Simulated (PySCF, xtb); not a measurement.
GeH₄, SMILES [GeH4].

xtb with GFN2-xTB at its own geometry gives an orbital gap of 8.62 eV and a dipole moment of 0.00 D.

Geometry: ωB97X-D3(BJ)/def2-TZVPD. The isomer is the one that the SMILES or the coordinates give; other isomers of the formula were not compared.

Question: What does HF/def2-TZVPD run with PySCF give? (An estimate is asked for; the answer gives what the named calculation found.)

Answer: gap 14.96 eV (levels -12.87 and 2.09 eV), dipole 0.00 D.
